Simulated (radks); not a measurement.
The numbers below are computed, except where a source is named.
Pr16+, configuration [Kr] 4d7.

Code: a radial shooting solver on a logarithmic mesh with Libxc functionals. Model: scalar-relativistic Kohn-Sham, PBEsol, spin-polarised, spherical densities, finite nucleus; open shells are filled with parallel spins first (spin-orbit coupling, left out, can overturn this in heavy ions); Fermi nuclear charge, rms radius 4.8919 fm.

Energy parts (Ry):
| part | energy |
|---|---|
| total | -18288.3568 |
| kinetic | 19431.9237 |
| electron-nucleus | -43236.1616 |
| Hartree | 5915.1497 |
| exchange-correlation | -399.2687 |

Orbitals (lengths in bohr, moments of r in powers of bohr; r(max) is where P^2 peaks):
1s up: occ. 1; eigenvalue (Ry) -3098.382; r(max) 0.01542; <r^2> 0.0007901; <1/r> 64.66
1s down: occ. 1; eigenvalue (Ry) -3098.380; r(max) 0.01542; <r^2> 0.0007901; <1/r> 64.66
2s up: occ. 1; eigenvalue (Ry) -520.8117; r(max) 0.08728; <r^2> 0.01254; <1/r> 14.92
2s down: occ. 1; eigenvalue (Ry) -520.6845; r(max) 0.08728; <r^2> 0.01254; <1/r> 14.92
2p up: occ. 3; eigenvalue (Ry) -468.9095; r(max) 0.07028; <r^2> 0.01001; <1/r> 14.10
2p down: occ. 3; eigenvalue (Ry) -468.8086; r(max) 0.07028; <r^2> 0.01001; <1/r> 14.11
3s up: occ. 1; eigenvalue (Ry) -132.7100; r(max) 0.2489; <r^2> 0.08445; <1/r> 5.441
3s down: occ. 1; eigenvalue (Ry) -132.6403; r(max) 0.2489; <r^2> 0.08438; <1/r> 5.442
3p up: occ. 3; eigenvalue (Ry) -116.2713; r(max) 0.2436; <r^2> 0.08434; <1/r> 5.150
3p down: occ. 3; eigenvalue (Ry) -116.1943; r(max) 0.2436; <r^2> 0.08425; <1/r> 5.151
3d up: occ. 5; eigenvalue (Ry) -93.25588; r(max) 0.2000; <r^2> 0.07152; <1/r> 4.889
3d down: occ. 5; eigenvalue (Ry) -93.14474; r(max) 0.2001; <r^2> 0.07147; <1/r> 4.889
4s up: occ. 1; eigenvalue (Ry) -45.62376; r(max) 0.5694; <r^2> 0.4057; <1/r> 2.360
4s down: occ. 1; eigenvalue (Ry) -45.28038; r(max) 0.5691; <r^2> 0.4060; <1/r> 2.360
4p up: occ. 3; eigenvalue (Ry) -40.01258; r(max) 0.5903; <r^2> 0.4445; <1/r> 2.206
4p down: occ. 3; eigenvalue (Ry) -39.67226; r(max) 0.5901; <r^2> 0.4452; <1/r> 2.204
4d up: occ. 5; eigenvalue (Ry) -31.94634; r(max) 0.6076; <r^2> 0.4982; <1/r> 1.999
4d down: occ. 2; eigenvalue (Ry) -31.61240; r(max) 0.6076; <r^2> 0.5001; <1/r> 1.997

The highest occupied level is 4d down at -430.11 eV. Spin moment in Bohr magnetons: 3. The spin density at the nucleus is -6.383 e/bohr^3 (1s -0.617, 2s -5.311, 3s -0.630, 4s 0.175). The electron density at the nucleus is 4.328e+05 e/bohr^3 (large components only). For comparison, the ionisation energy in NIST's Atomic Spectra Database is 445 eV (theoretical). In exact Kohn-Sham theory the highest level is minus the ionisation energy, but local and semilocal functionals leave it too shallow, through self-interaction and a potential that decays too fast; potentials with the right tail come closer.
